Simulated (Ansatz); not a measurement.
Ansatz (a first-principles code) input:
A basis named .json is the Basis Set Exchange file of that set.

Ansatz 0.2 input:
```yaml
crystal:
  periodic: [false, false, false]
  atoms:
    - {symbol: Sb, position_ang: [-0.01789393, -0.02052109, 0.03712467]}
    - {symbol: H, position_ang: [-0.47119233, 1.33856049, -0.94307278]}
    - {symbol: H, position_ang: [1.38378293, -0.29198507, -0.95028532]}
basis:
  gaussian:
    orbitals: def2-QZVPP.json
hamiltonian:
  xc: {name: PBE0}
total_charge: -1
```

Question: Which total energy does the run end on?

Answer: -241.46798 Eh (PBE0/def2-QZVPP). The basis has 142 functions.

Whether it binds its extra electron was not tested at this geometry.
